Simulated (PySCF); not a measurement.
Worked example: chemical shift, span and skew from a shielding tensor

ethylmethylamine (C3H9N), SMILES CCNC. Atoms are numbered in the order given.

```xyz
13

C     -1.8851    -0.0866     0.2589
C     -0.4835    -0.5201    -0.1507
N      0.4896     0.5278     0.0994
C      1.8475     0.1721    -0.2570
H     -2.1715     0.8377    -0.2662
H     -2.6265    -0.8677     0.0298
H     -1.9373     0.1123     1.3433
H     -0.2256    -1.4792     0.3589
H     -0.4679    -0.7466    -1.2326
H      0.4476     0.8048     1.0799
H      2.5353     0.9920     0.0034
H      1.9203     0.0170    -1.3472
H      2.2250    -0.7578     0.2275
```

Geometry: B3LYP-D3(BJ)/def2-SVP. One conformer was computed; it need not be the lowest.

GIAO shieldings from PySCF with PBE0/pcSseg-1, non-relativistic, no solvent. The symmetric part of the tensor of C1 has the principal values 152.3, 161.8, 184.7 ppm. The same nucleus in TMS has σ = 186.3 ppm at this level (PySCF, at its B3LYP-D3(BJ)/def2-TZVP geometry).

### Question
Work out the isotropic shielding, the ¹³C shift against TMS, the span and the skew.

### Answer

σ(iso) = (σ11 + σ22 + σ33)/3 = 166.3 ppm. δ = σ(ref) − σ(iso) = 186.3 − (166.3) = 20.0 ppm.
Span Ω = σ33 − σ11 = 32.4 ppm. Skew κ = 3(σ(iso) − σ22)/Ω = 0.41. Tumbling in solution averages the tensor to δ; in a static solid the shielding alone would spread this spin-1/2 line over Ω.
